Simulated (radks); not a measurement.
The numbers below are computed, except where a source is named.
Xe13+, configuration [Ar] 3d10 4s2 4p5 4d5 4f1 (not the ground configuration).

Code: a radial shooting solver on a logarithmic mesh with Libxc functionals. Model: non-relativistic Kohn-Sham, BP86, spin-polarised, spherical densities, point nucleus; open shells are filled with parallel spins first (spin-orbit coupling, left out, can overturn this in heavy ions); relativity is left out, which matters for an element this heavy.

Energy parts (Ry):
total: -14342.56109
kinetic: 14338.41634
electron-nucleus: -33205.60899
Hartree: 4870.64408
exchange-correlation: -346.01252

Orbitals (lengths in bohr, moments of r in powers of bohr; <r^-3> diverges for s and p1/2; r(max) is where P^2 peaks):
orbital  occ.  eigenvalue (Ry)      <r>   r(max)   <1/r>  <r^-3>
1s up       1        -2441.216  0.02814  0.01864   53.47       -
1s down     1        -2441.186  0.02814  0.01864   53.47       -
2s up       1        -387.7538   0.1210   0.1029   12.29       -
2s down     1        -387.5557   0.1209   0.1028   12.29       -
2p up       3        -366.1701   0.1030  0.08037   12.30    5200
2p down     3        -366.0077   0.1029  0.08036   12.31    5202
3s up       1        -94.82221   0.3195   0.2917   4.514       -
3s down     1        -94.67349   0.3191   0.2917   4.517       -
3p up       3        -85.71116   0.3095   0.2781   4.443   991.2
3p down     3        -85.55053   0.3091   0.2782   4.446   991.9
3d up       5        -68.82947   0.2796   0.2256   4.319   162.6
3d down     5        -68.62599   0.2793   0.2259   4.321   162.6
4s up       1        -31.87020   0.7127   0.6735   1.949       -
4s down     1        -31.10355   0.7138   0.6726   1.947       -
4p up       3        -28.48551   0.7307   0.6849   1.871   226.1
4p down     2        -27.72709   0.7326   0.6843   1.867   225.2
4d up       5        -22.55978   0.7688   0.7041   1.709   32.30
4d down     0        -21.82596   0.7731   0.7041   1.702   32.10
4f up       1        -15.60340   0.8329   0.6956   1.418   5.270
4f down     0        -14.95124   0.8435   0.6946   1.409   5.257
5s up       0        -14.92516    1.370    1.350  0.9991       -
5s down     0        -14.61555    1.391    1.366  0.9808       -
5p up       0        -13.60264    1.432    1.409  0.9523   72.00
5p down     0        -13.32377    1.456    1.429  0.9339   69.04

The highest occupied level is 4f up at -212.30 eV. The configuration is held as typed, so some empty levels lie below it. Virial ratio -V/T = 2.00029. Summed over all electrons, <r^2> = 10.28 bohr^2, which gives a Langevin (diamagnetic) susceptibility term of -8.14 x 10^-6 cm^3/mol.
